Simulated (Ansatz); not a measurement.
Consider the hydrogenolysis of the Si–S bond: `O[Si](F)([SiH3])S` + H₂ → `O[SiH](F)[SiH3]` + H₂S.

Isolated molecules relaxed with PBE0-D4/def2-TZVP in Ansatz; ΔE leaves out vibrations. CCSD(T)/CBS is the MP2 limit (def2-TZVPP, def2-QZVPP) plus CCSD(T) − MP2 in def2-TZVPP, frozen cores. This one scheme is used for every species. DFT in def2-TZVPP. B3LYP here is the variant with VWN-RPA as its local correlation; programs differ in this. Each species was taken in one conformer, which may not be the lowest.

Q: Is it downhill or uphill in electronic energy at CCSD(T)/CBS, and by how much? (Estimate.)

A: Ansatz gave: Uphill: ΔE = +52.9 kJ/mol.

Q: What do these levels give: PBE0-D4, B3LYP-D4, ωB97X-V, ωB97M-V, PBE, r2SCAN, PBE0, HF/def2-TZVPP, MP2/def2-TZVPP, SCS-MP2/def2-TZVPP, MP2/def2-QZVPP, HF/CBS(def2)? (An estimate is asked.)

A: The calculation gave: PBE0-D4 56.3, B3LYP-D4 53.1, ωB97X-V 50.1, ωB97M-V 53.2, PBE 52.5, r2SCAN 58.6, PBE0 49.4, HF/def2-TZVPP 25.7, MP2/def2-TZVPP 57.2, SCS-MP2/def2-TZVPP 47.9, MP2/def2-QZVPP 59.9, HF/CBS(def2) 24.9 kJ/mol.

Largest T1 diagnostic among the species: 0.013.

In def2-TZVPP, CCSD(T) changes the Hartree–Fock value by +22.1 kJ/mol (the triples alone add +6.0 kJ/mol) and MP2 by +31.5 kJ/mol. From PBE to PBE0 (25 % exact exchange), in def2-TZVPP and without D4, ΔE moves by −3.1 kJ/mol.
